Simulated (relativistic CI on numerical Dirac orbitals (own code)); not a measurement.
## Zr: calculation against measurement

Computed by Dirac-Coulomb-Breit CI, KLI orbitals optimised for each configuration, model QED, valence Slater integrals scaled by 0.85, P86 correlation energy added to each configuration (own radial code, finite nucleus).

Configurations in the expansion (outside the closed core [Kr]): 4d²5s², 4d³5s, 4d²5s5p, 4d³5p, 4d⁴, 4d5s²5p, 4d²5s5d, 4d²5s5f, 4d²5s5g, 4d5s²6p, 4d³5d, 4d5s²4f, 4d²5s6s, 4d²5p², 4d5p³, 5s²5p², 5s5p³, 5s5p²5d, 5s5p²5f, 5s5p²5g, 4d5s5p², 4d5p²5d, 4d5p²5f, 4d5p²5g. Double excitations out of closed p, d and f shells are left out; levels of such configurations are missing from the list, as are those of other unlisted configurations, and high levels can miss mixing partners. These lack a partner that the ground configuration has and come out too high: 4d5s²6p, 4d5s²4f.

```
Configuration  Term (tabulated)  J  Measured (cm⁻¹)  Computed  Error  Purity (%)
       4d²5s²              a 3F  2              0.0         0      0          89
       4d²5s²              a 3F  3            570.4       515    -55          89
       4d²5s²              a 3F  4           1240.8      1137   -104          89
       4d²5s²              a 3P  0           4196.9      4074   -123          68
       4d²5s²              a 3P  1           4376.3      4218   -158          68
        4d³5s              a 5F  1           4870.5      4331   -540          98
        4d³5s              a 5F  2           5023.4      4452   -571          98
       4d²5s²              a 1D  2           5101.7      5152     50          59
        4d³5s              a 5F  3           5249.1      4633   -616          98
        4d³5s              a 5F  4           5540.5      4870   -671          98
        4d³5s              a 5F  5           5888.9      5159   -730          98
       4d²5s²              a 1G  4           8057.3      8429    371          76
        4d³5s              a 5P  1          10885.4     10740   -145          97
        4d³5s              a 5P  2          11016.6     10855   -162          97
        4d³5s              a 5P  3          11258.4     11048   -210          97
        4d³5s              b 3F  2          11640.7     12504    863          88
        4d³5s              b 3F  3          11956.3     12746    790          71
       4d²5s²              a 1S  0          13141.8     21555   8414          85
        4d³5s              a 3D  1          14123.0     15007    884          90
        4d³5s              a 3D  2          14348.8     15174    826          90
        4d³5s              a 3D  3          14697.0     15440    743          92
      4d²5s5p             z 5G°  2          14783.5     12520  -2264          92
      4d²5s5p             z 5G°  3          15201.3     12873  -2328          95
      4d²5s5p             z 5G°  4          15720.4     13322  -2398          98
      4d²5s5p             z 5G°  5          16317.0     13853  -2463          99
      4d²5s5p             z 5F°  1          16786.9     14383  -2404          88
      4d²5s5p             z 5G°  6          16978.3     14457  -2521          99
      4d²5s5p             z 5F°  2          17059.6     14584  -2476          89
      4d²5s5p             z 5F°  3          17422.2     14862  -2560          80
      4d²5s5p             z 3F°  4          17556.3     15529  -2027          64
      4d²5s5p             z 5F°  4          17833.7     15212  -2622          94
      4d²5s5p             z 5F°  5          18276.9     15629  -2648          95
      4d²5s5p             z 5D°  0          18976.4     16453  -2524          92
      4d²5s5p             z 5D°  1          19096.5     16566  -2531          89
      4d²5s5p             z 5D°  2          19323.8     16778  -2546          86
      4d²5s5p             z 5D°  3          19625.6     17046  -2579          84
      4d²5s5p             z 5D°  4          19833.8     17200  -2634          94
      4d²5s5p             z 3G°  3          21849.3     20548  -1301          89
      4d²5s5p             z 3G°  4          22144.1     20807  -1337          88
      4d²5s5p             z 3G°  5          22563.9     21166  -1398          88
        4d³5p             y 5G°  5          26765.7     24859  -1907          97
      4d²5s5p             x 3F°  4          26938.4     22544  -4394          67
        4d³5p             y 5G°  6          27214.9     25312  -1903          98
      4d²5s5p             x 3G°  3          28404.3     24841  -3563          61
      4d²5s5p             w 3F°  4          28528.4     26031  -2497          59
      4d²5s5p             x 3G°  4          28749.8     25093  -3657          64
      4d²5s5p             x 3G°  5          29001.7     25476  -3526          67
        4d³5p             y 5F°  4          29122.7     27525  -1597          95
        4d³5p             y 5F°  5          29535.5     27851  -1685          93
        4d³5p             x 5D°  3          30087.3     28859  -1228          89
        4d³5p             x 5D°  4          30384.5     29151  -1234          91
```

Measured levels from NIST Handbook of Basic Atomic Spectroscopic Data (Sansonetti and Martin, J. Phys. Chem. Ref. Data 34, 1559 (2005)); pairs were made by configuration, J and term (by order where the table uses no LS term), so strongly mixed levels may be paired wrongly.

Mean error by configuration (cm⁻¹): 4d²5s² 1199; 4d³5s 35; 4d²5s5p -2550; 4d³5p -1592. Over the excited levels the mean absolute error is 1756 cm⁻¹ (50 of the 62 excited levels that our extract of the source holds in range could be paired, and the others can miss by more), and the median relative error of those above 1,000 cm⁻¹ is 11 %. Some levels of the ground configuration have no partner.

Transition probabilities of persistent lines. The last column rescales the computed rate by the cube of measured over computed energy:

```csv
λ measured (Å),Lower,Upper,A tabulated (s⁻¹),A computed,A rescaled
3575.79 air,4d²5s² a 3F3,4d²5s5p w 3F°4,5.30e+07,1.59e+07,2.09e+07
3601.19 air,4d²5s² a 3F4,4d²5s5p x 3G°5,1.33e+08,2.27e+07,3.37e+07
3663.65 air,4d²5s² a 3F4,4d²5s5p w 3F°4,5.70e+07,1.19e+08,1.56e+08
4072.70 air,4d³5s a 5F4,4d³5p x 5D°3,1.19e+08,1.53e+08,1.64e+08
4687.80 air,4d³5s a 5F5,4d³5p y 5G°6,8.50e+07,9.05e+07,1.07e+08
4710.07 air,4d³5s a 5F4,4d³5p y 5G°5,6.40e+07,7.69e+07,9.21e+07
6127.46 air,4d²5s² a 3F4,4d²5s5p z 3F°4,1.70e+06,1.27e+06,1.85e+06
```
